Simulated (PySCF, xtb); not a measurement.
Al(F)(SiH3)2 (AlFH6Si2), SMILES [SiH3][Al]([SiH3])[F].

GFN2-xTB in xtb at its own geometry gives an orbital gap of 3.12 eV and a dipole moment of 1.32 D.

The structure is a stationary point at B3LYP-D3(BJ)/def2-SVP. The structure was generated by enumeration; whether it is a known compound was not checked.

Q: What does PySCF with PBE/def2-TZVP give? (Estimate from the structure and the level; the computed values follow.)

A: gap 3.46 eV (levels -6.33 and -2.86 eV), dipole 1.16 D.
